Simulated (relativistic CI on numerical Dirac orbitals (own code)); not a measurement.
## How well does a small relativistic CI reproduce Cu⁶⁺?

Computed by Dirac-Coulomb-Breit CI, KLI orbitals optimised for each configuration, QED by a radiative potential, unscaled Slater integrals (own radial code, finite nucleus).

Configuration list (outside the closed core [Ne]): 3s2.3p6.3d5, 3s2.3p5.3d6, 3s2.3p6.3d4.4s, 3s2.3p6.3d4.4p, 3s.3p6.3d6, 3s2.3p6.3d4.4d, 3s2.3p6.3d4.5s, 3s2.3p6.3d4.4f, 3s2.3p6.3d4.5p, 3s2.3p6.3d4.5d, 3s2.3p6.3d4.6s, 3s2.3p6.3d4.5f, 3s2.3p6.3d4.6p, 3s2.3p6.3d4.5g, 3s2.3p6.3d4.6d, 3s2.3p6.3d3.4s.4p, 3s2.3p5.3d5.4s, 3s2.3p5.3d5.4p, 3s2.3p6.3d3.4p.4d, 3s2.3p6.3d3.4s2, 3s2.3p6.3d2.4s2.4p, 3s2.3p6.3d2.4s2.4d, 3s2.3p6.3d2.4s2.5s, 3p6.3d7, 3p5.3d8, 3s2.3p6.3d3.4p2, 3s2.3p6.3d2.4s.4p2, 3s2.3p6.3d2.4p3, 3s2.3p6.3d2.4p2.4d, 3s2.3p6.3d2.4p2.5s, 3s2.3p6.3d3.4s.4d, 3s2.3p6.3d2.4s.4p.4d, 3s2.3p6.3d2.4s.4d2, 3s2.3p6.3d2.4s.4d.5s. Double excitations out of closed p, d and f shells are left out; levels of such configurations are missing from the list, as are those of other unlisted configurations, and high levels can miss mixing partners. These lack a partner that the ground configuration has and come out too high: 3s2.3p5.3d5.4s, 3s2.3p5.3d5.4p.

```csv
Configuration,Term (tabulated),J,Measured (cm⁻¹),Computed,Error,Purity (%)
3s2.3p6.3d5,6S,5/2,0.0,0,0,100
3s2.3p6.3d5,4G,11/2,46442.7,50910,4467,100
3s2.3p6.3d5,4G,5/2,46515.3,51016,4501,99
3s2.3p6.3d5,4G,9/2,46575.0,51044,4469,100
3s2.3p6.3d5,4G,7/2,46578.2,51060,4482,99
3s2.3p6.3d5,4P,5/2,50731.7,56967,6236,87
3s2.3p6.3d5,4P,3/2,51066.6,57280,6213,90
3s2.3p6.3d5,4P,1/2,51406.6,57612,6205,96
3s2.3p6.3d5,4D,7/2,55742.2,61974,6232,99
3s2.3p6.3d5,4D,1/2,56209.9,62419,6209,96
3s2.3p6.3d5,4D,5/2,56427.2,62640,6213,88
3s2.3p6.3d5,4D,3/2,56428.5,62636,6207,90
3s2.3p6.3d5,2I,11/2,67757.3,73705,5948,98
3s2.3p6.3d5,2I,13/2,67917.9,73807,5889,100
3s2.3p6.3d5,2D,3/2,72226.8,80566,8339,91
3s2.3p6.3d5,2F,7/2,74407.6,82720,8313,93
3s2.3p6.3d5,4F,9/2,75930.5,84686,8755,93
3s2.3p6.3d5,4F,5/2,76019.0,84592,8573,55
3s2.3p6.3d5,4F,7/2,76349.1,85075,8726,92
3s2.3p6.3d5,4F,3/2,76886.0,85583,8697,91
3s2.3p6.3d5,2H,9/2,80717.0,89217,8500,73
3s2.3p6.3d5,2H,11/2,81954.4,90296,8341,98
3s2.3p6.3d5,2G,7/2,82745.5,91363,8617,97
3s2.3p6.3d5,2G,9/2,83910.4,92443,8533,70
3s2.3p6.3d5,2F,5/2,87979.2,97638,9659,98
3s2.3p6.3d5,2F,7/2,88279.7,97981,9702,98
3s2.3p6.3d5,2S,1/2,95875.4,106955,11080,99
3s2.3p6.3d5,2D,3/2,106957.0,119473,12516,100
3s2.3p6.3d5,2G,9/2,119534.0,132919,13385,100
3s2.3p6.3d5,2G,7/2,119605.4,132981,13376,100
3s2.3p6.3d5,2P,3/2,143933.7,161142,17209,99
3s2.3p6.3d5,2P,1/2,144077.2,161240,17162,99
3s2.3p6.3d5,2D,3/2,156373.6,175229,18856,99
3s2.3p6.3d4.4p,6P°,3/2,497624.0,495735,-1889,92
3s2.3p6.3d4.4p,6P°,5/2,497863.0,495945,-1918,94
3s2.3p6.3d4.4p,6P°,7/2,498317.0,496375,-1942,97
3s2.3p6.3d4.4p,4P°,1/2,498775.0,497973,-802,72
3s2.3p6.3d4.4p,4P°,3/2,500706.0,499781,-925,62
3s2.3p6.3d4.4p,6D°,1/2,504338.0,503606,-732,72
3s2.3p6.3d4.4p,6D°,3/2,504729.0,503951,-778,67
3s2.3p6.3d4.4p,4F°,3/2,508524.0,508659,135,98
3s2.3p6.3d4.4p,4F°,5/2,508877.0,508996,119,97
3s2.3p6.3d4.4p,4F°,7/2,509418.0,509504,86,94
3s2.3p6.3d4.4p,4F°,9/2,510250.0,510274,24,87
3s2.3p6.3d4.4p,4D°,1/2,517847.0,518745,898,98
3s2.3p6.3d4.4p,4D°,3/2,518282.0,519162,880,98
3s2.3p6.3d4.4p,4D°,5/2,518863.0,519735,872,97
3s2.3p6.3d4.4p,4D°,7/2,519415.0,520319,904,98
3s2.3p6.3d4.4p,4H°,7/2,528494.0,529000,506,94
3s2.3p6.3d4.4p,4H°,9/2,529027.0,529576,549,92
3s2.3p6.3d4.4p,4H°,11/2,529891.0,530365,474,91
3s2.3p6.3d4.4p,4H°,13/2,531047.0,531382,335,92
3s2.3p6.3d4.4p,4I°,11/2,534912.0,536755,1843,79
3s2.3p6.3d4.4p,4P°,3/2,536229.0,540878,4649,92
```

Measured levels from measured levels as listed in Gamrath, thesis, University of Mons (2023); pairs were made by configuration, J and term (by order where the table uses no LS term), so strongly mixed levels may be paired wrongly.

Mean error by configuration (cm⁻¹): 3s2.3p6.3d5 8800; 3s2.3p6.3d4.4p 157. Over the excited levels the mean absolute error is 5715 cm⁻¹ (53 of the 69 excited levels that our extract of the source holds in range could be paired, and the others can miss by more), and the median relative error of those above 1,000 cm⁻¹ is 9.7 %.
